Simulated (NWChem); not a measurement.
Species: BH$_{3}$SeO$_{2}$; SMILES OB(O)[SeH]

```xyz
7

B     -0.0258    -0.9719     0.0000
O      1.0863    -1.7560     0.0000
H      1.9214    -1.2809     0.0000
O     -1.2510    -1.5465     0.0000
H     -1.1864    -2.5093     0.0000
Se     0.0998     0.9955     0.0000
H     -1.3562     1.1780     0.0000
```
Atoms are numbered in this order, from 1.

Level: PBE0/def2-SVP (NWChem), optimised geometry, unscaled harmonic frequencies. This build's default masses of Se (78.918 u) and Br (79.917 u) are each other's, which moves their modes by up to 0.6 %.

Q: List the harmonic frequencies with IR intensities, and the thermochemistry.

A: 
| frequency (cm⁻¹) | IR intensity (km/mol) |
|---|---|
| 224 | 49.4 |
| 261 | 5.7 |
| 332 | 6.8 |
| 453 | 138.7 |
| 484 | 17.0 |
| 579 | 56.2 |
| 598 | 68.8 |
| 705 | 5.2 |
| 988 | 138.2 |
| 1017 | 122.3 |
| 1280 | 454.0 |
| 1469 | 272.0 |
| 2480 | 4.3 |
| 3880 | 93.2 |
| 3939 | 98.1 |

- zero-point energy = 26.7 kcal/mol
- thermal correction to the enthalpy at 298.15 K (with zero-point energy) = 30.6 kcal/mol
- heat capacity Cv = 17.7 cal/(mol K)
- entropy at 298.15 K and 1 atm (symmetry number 1) = 74.3 cal/(mol K)
- dipole moment = 1.42 D

Rigid rotor and harmonic oscillator.
